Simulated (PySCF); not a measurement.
SMILES C(B)B (CH6B2) (CAM-B3LYP/def2-SVP optimised geometry):

```
9

B      0.778    -0.800     0.000
C     -0.781    -0.800     0.000
B     -1.226     0.693     0.000
H      1.396    -0.796    -1.037
H      1.395    -0.774     1.037
H     -1.146    -1.291    -0.915
H     -1.142    -1.285     0.921
H     -1.380     1.291     1.037
H     -1.396     1.287    -1.037
```

Method: CAM-B3LYP/def2-TZVP run with PySCF.

**Question.** What are the frontier orbital energies and the dipole moment?

**Answer.** HOMO-2 -11.08 eV, HOMO-1 -10.74 eV, HOMO -10.35 eV, LUMO -1.11 eV, LUMO+1 0.71 eV; dipole moment 0.76 D.

Meta-Löwdin charges at CAM-B3LYP/def2-TZVP: B1 0.06, C2 -0.41, B3 0.06, H4 0.01, H5 0.01, H6 0.14, H7 0.14, H8 0.01, H9 0.01.
